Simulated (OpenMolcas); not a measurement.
Mn3+ (d4) among equal point charges was computed by CASSCF with the d shell active (OpenMolcas, ANO-RCC-VTZP on the metal). Its lowest spin-free states, and all those of the highest spin:

```json
{"2S+1": "5", "Degeneracy": "1", "E (cm-1)": "0.0"}
{"2S+1": "5", "Degeneracy": "2", "E (cm-1)": "3306"}
{"2S+1": "5", "Degeneracy": "2", "E (cm-1)": "4709"}
{"2S+1": "3", "Degeneracy": "2", "E (cm-1)": "24426"}
{"2S+1": "3", "Degeneracy": "1", "E (cm-1)": "24602"}
{"2S+1": "3", "Degeneracy": "1", "E (cm-1)": "24604"}
{"2S+1": "3", "Degeneracy": "2", "E (cm-1)": "26064"}
{"2S+1": "3", "Degeneracy": "2", "E (cm-1)": "26570"}
{"2S+1": "3", "Degeneracy": "2", "E (cm-1)": "27084"}
{"2S+1": "3", "Degeneracy": "1", "E (cm-1)": "27114"}
{"2S+1": "3", "Degeneracy": "1", "E (cm-1)": "27749"}
{"2S+1": "3", "Degeneracy": "2", "E (cm-1)": "28825"}
```

**Question.** Is the site octahedral, tetrahedral or cube-like, axial, or of lower symmetry?

**Answer.** The states with 2S+1 = 5 have orbital degeneracies 1, 2, 2. There are pairs but no triples, so the site is axial: not cubic, but with a proper or improper axis of order three or more. The run had Mn3+ among 5 point charges of -1 e arranged as a trigonal bipyramid (D3h), 1.9 Å from the ion, with the axial distance 1.748 Å.

Without dynamic correlation the repulsion within the d shell is too large (B by tens of per cent), so at a given field states of lower spin stand too high. The ground term spreads over less than 5000 cm-1, several times less than with real ligands, so orbital moments are less quenched and χT lies further from the spin-only value than at real sites. Point charges carry no covalency, so the field is a model and not that of real ligands. No measured value stands beside these numbers.
